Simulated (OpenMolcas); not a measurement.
An OpenMolcas run meant for Sn III (ANO-RCC-VTZP, DKH2; inactive shells 1s 2s 2p 3s 3p 3d 4s 4p 4d; intended active space 2 electrons in 4 orbitals (5s 5p)). One step of its input:

```
&CASPT2
Multistate=3 1 2 3
Frozen=9 9
IPEA=0.25
Shift=2.0
MaxIter=60
WThr=0.0 0.3 0.05
PrWF=0.5
NoMix
```

The run finished. Its levels beside those of a sound run (SS-CASPT2, IPEA 0.25 Eh, imaginary shift 0.1 Eh (closed shells correlated: 4d)), in cm-1 above each run's lowest level:

```
         Level  This run  Usual run
       5s2 1S0       0.0        0.0
   5s 5p 3P* 0     52939      53322
   5s 5p 3P* 1     54379      54746
   5s 5p 3P* 2     57672      58054
   5s 5p 1P* 1     81093      78790
       5p2 3P0    127653     127699
       5p2 3P1    129813     129936
5p2 3P2 [57 %]    132055     131114
5p2 1D2 [57 %]    138700     135412
       5p2 1S0    154677     152057
```

Task: Which setting is unsound, and how much does it matter here?

Result: The level shift is far above the usual 0.1 to 0.3 hartree and damps the second-order energy. Against the sound run the excited levels shown move by 1200 cm-1 on average and by 3300 cm-1 at most.

Term energies are means over components that CASPT2 splits; among the terms shown or strongly mixed into the levels shown the widest spread is 810 cm-1 (5p2 1D, the sound run). Over all roots computed the reference weight is 0.88 to 0.94 in the sound run; the roots of lowest weight are the least certain, and an intruder state may touch them. Some levels mix across a computed gap that differs much from the measured one, so their mixing is not that of the real levels. The ¹D term of p² mixes with s d, which this space lacks. Only configurations of the active space appear.

A share in square brackets marks a mixed level and gives the weight of the term that names it, the lowest over the columns. * marks odd parity.
